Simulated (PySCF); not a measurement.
Computed shifts of a molecule C₂H₅FO₂Si, B3LYP/pcSseg-1 (PySCF), GIAO, gas phase, atoms alike by connectivity averaged where their shifts nearly agree, in ppm (number of nuclei): ¹³C: 194.0 (1), 1.1 (1). ²⁹Si: -8.6 (1). ¹⁹F: -199.7 (1). ¹H: 7.08 (1), 5.41 (1), 1.08 (3). References: ¹³C against TMS (σ = 181.3 ppm); ²⁹Si against TMS (σ = 338.7 ppm); ¹⁹F against CFCl3 (σ = 161.7 ppm); ¹⁷O against H2O (σ = 333.8 ppm); ¹H against TMS (σ = 31.68 ppm), references at their B3LYP-D3(BJ)/def2-TZVP geometries, non-relativistic. Coordinates come from a PBE-D3(BJ)/def2-SVP optimisation. One conformer was computed; it need not be the lowest.

### Question
Pick the molecule that these values belong to.
A) O[SiH](O)/C=C/F
B) CC(=O)[Si@H](O)F
C) C[Si@H](F)C(=O)O
D) O[Si@@]1(F)CCO1

### Answer
C, C[Si@H](F)C(=O)O
